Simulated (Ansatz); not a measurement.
Wavefunction ladder for C₇H₁₂, SMILES `CC1=C(C)CCC1`

Cartesian coordinates in Å:
```
C 0.979 0.521 1.870
C 0.118 0.175 0.708
C 0.490 -0.119 -0.541
C 1.864 -0.180 -1.104
C -0.697 -0.478 -1.394
C -1.897 -0.014 -0.561
C -1.373 0.057 0.877
H 0.845 -0.203 2.682
H 0.707 1.500 2.280
H 2.039 0.546 1.615
H 1.968 0.502 -1.955
H 2.084 -1.184 -1.484
H 2.630 0.077 -0.372
H -0.662 -0.007 -2.382
H -0.715 -1.562 -1.574
H -2.769 -0.662 -0.668
H -2.195 0.986 -0.885
H -1.615 -0.850 1.449
H -1.799 0.893 1.441
```

Charge 0, multiplicity 1. The structure was optimised at the PBE0-D4/def2-TZVP level. Frozen core, restricted reference, Ansatz. CBS rows extrapolate triple and quadruple zeta; past MP2 they add the triple-zeta difference.

```tsv
basis	HF (Eh)	MP2 corr.	CCSD corr.	(T)	CCSD(T) total
def2-SVP	-271.86176	?	-1.05194	?	?
def2-TZVPP	-272.15452	?	-1.24449	-0.05441	?
def2-QZVPP	?	-1.25692	–	–	–
CBS(def2)	-272.16842	-1.31110	-1.37182	as TZ	-273.59465
```

Problem. Fill in the withheld values. (Best estimate.)

Solution. Ansatz gave: def2-SVP MP2 corr.: -0.97421; def2-SVP (T): -0.03620; def2-SVP CCSD(T) total: -272.94990; def2-TZVPP MP2 corr.: -1.18377; def2-TZVPP CCSD(T) total: -273.45342; def2-QZVPP HF (Eh): -272.16674.
